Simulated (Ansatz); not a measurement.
C$_{4}$H$_{10}$MgO, SMILES `CC(C)(C)[O][MgH]`, relaxed with RKS PBE-D4/def2-SVP in Ansatz from a rough embedded geometry. The force threshold is 0.03 eV/Å; the program also tests the step.

Charge 0, multiplicity 1.

Start:

```xyz
16

C     1.173   -0.670   -0.447
C    -0.261   -0.208   -0.029
C    -1.018   -1.420    0.456
C    -0.255    0.772    1.103
O    -0.946    0.331   -1.109
Mg    0.073    1.955   -1.722
H     1.689   -1.101    0.384
H     1.695    0.260   -0.789
H     1.113   -1.336   -1.348
H    -2.059   -1.188    0.722
H    -0.509   -1.913    1.301
H    -1.100   -2.224   -0.384
H    -1.239    1.207    1.377
H     0.298    0.432    1.972
H     0.370    1.725    0.776
H     0.975    3.379   -2.263
```

Question: By how much does the energy fall, and how many steps does the optimiser take? (An estimate is asked.)

Answer: Computed: 16.63 kcal/mol, in 16 steps.

Question: Which bonds change most? (An estimate is asked.)

Answer: Ansatz gave: O5–Mg6 from 2.013 to 1.793 Å; C4–H15 from 1.185 to 1.109 Å; Mg6–H16 from 1.771 to 1.697 Å; C3–H12 from 1.166 to 1.109 Å.

Question: Give the relaxed structure. (An estimate is asked.)

Answer: Ansatz gave: 
```xyz
16

C     1.378   -0.797   -0.105
C     0.022   -0.096    0.108
C    -1.114   -1.137    0.085
C     0.024    0.644    1.461
O    -0.182    0.831   -0.922
Mg   -0.451    2.011   -2.245
H     1.588   -1.544    0.688
H     2.198   -0.050   -0.104
H     1.388   -1.318   -1.084
H    -2.093   -0.636    0.222
H    -0.997   -1.897    0.885
H    -1.129   -1.662   -0.892
H    -0.944    1.164    1.612
H     0.184   -0.049    2.312
H     0.831    1.406    1.477
H    -0.704    3.128   -3.497
```
